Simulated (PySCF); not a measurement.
Job for PySCF: D3(BJ) and D4 dispersion corrections on CH3NO (a complex), monomers drawn apart or pushed together.

```python
from pyscf import gto
from pyscf.dispersion import dftd3, dftd4

mol = gto.M(
    atom='''
    N    -0.04556400   -0.19027286   -0.09401091
    H    -0.95690397    0.25199283   -0.12779790
    H     0.64279284    0.52738622   -0.29046489
    H    -0.00485282   -0.86658747   -0.84794880
    C    -0.28596949    0.74605116    5.39380758
    O     0.14413794   -0.11202203    5.98123839
    ''',
    basis='def2-svp',
    charge=0, spin=0, verbose=0, max_memory=1800)
d3, d4 = {}, {}
for xc in ['hf', 'pbe', 'blyp', 'revpbe', 'tpss', 'r2scan', 'b3lyp', 'pbe0', 'bhlyp', 'camb3lyp', 'b2plyp']:
    d3[xc] = float(dftd3.DFTD3Dispersion(mol, xc=xc, version='d3bj', atm=False).get_dispersion()['energy'])
    print(f'D3(BJ) {xc:10s} {d3[xc]:14.8f} Eh')
for xc in ['hf', 'pbe', 'blyp', 'revpbe', 'tpss', 'r2scan', 'b3lyp', 'pbe0', 'bhlyp', 'camb3lyp', 'b2plyp']:
    d4[xc] = float(dftd4.DFTD4Dispersion(mol, xc={'camb3lyp': 'cam-b3lyp'}.get(xc, xc), atm=True).get_dispersion()['energy'])
    print(f'D4     {xc:10s} {d4[xc]:14.8f} Eh')
```

It printed:

```
D3(BJ) hf            -0.01462838 Eh
D3(BJ) pbe           -0.00122764 Eh
D3(BJ) blyp          -0.00249654 Eh
D3(BJ) revpbe        -0.00345038 Eh
D3(BJ) tpss          -0.00146254 Eh
D3(BJ) r2scan        -0.00032686 Eh
D3(BJ) b3lyp         -0.00201153 Eh
D3(BJ) pbe0          -0.00098318 Eh
D3(BJ) bhlyp         -0.00149147 Eh
D3(BJ) camb3lyp      -0.00080350 Eh
D3(BJ) b2plyp        -0.00086047 Eh
D4     hf            -0.00383747 Eh
D4     pbe           -0.00085093 Eh
D4     blyp          -0.00197149 Eh
D4     revpbe        -0.00352593 Eh
D4     tpss          -0.00114790 Eh
D4     r2scan        -0.00022935 Eh
D4     b3lyp         -0.00134569 Eh
D4     pbe0          -0.00069836 Eh
D4     bhlyp         -0.00087537 Eh
D4     camb3lyp      -0.00068368 Eh
D4     b2plyp        -0.00058369 Eh
```

The run finished.

Cost: about 0.04 core-seconds (a rough figure).
